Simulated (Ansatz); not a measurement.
Molecule: sum formula H3SiSO3, net charge -1, singlet state. It need not be the lowest isomer of its formula. Whether it binds its extra electron was not tested at this geometry. 
Coordinates optimised at B3LYP-D3(BJ)/def2-TZVP (Ansatz, an electronic-structure program):
SMILES: O[Si]([O-])(O)S
```xyz
8

O      0.2122    -1.0287     1.5400
Si     0.0756    -0.4401     0.1173
O      1.4633    -0.5652    -0.8505
O     -1.0701    -1.0095    -0.9765
S     -0.4339     1.7128     0.2225
H      2.2227    -0.6433    -0.2656
H     -0.6723    -1.6836    -1.5352
H     -0.5109     1.9119    -1.1051
```
Charge -1, spin multiplicity 1.

Basis-set convergence of Hartree-Fock and CCSD correlation energies (hartree) with Ansatz. Correlated levels leave the core frozen unless marked. No spin-orbit coupling. No relativistic terms. This anion needs diffuse functions, which these sets lack.

```
basis        functions       E(HF)  E(corr, CCSD)
-----------  ---------  ----------  -------------
cc-pV(D+d)Z        103  -913.00796       -0.82351
cc-pV(T+d)Z        210  -913.13801       -1.04926
cc-pV(Q+d)Z        383         ___            ___
```

Question: Some entries are withheld; supply them.

Answer: 
- cc-pV(Q+d)Z, E(HF): -913.16874
- cc-pV(Q+d)Z, E(corr, CCSD): -1.12683
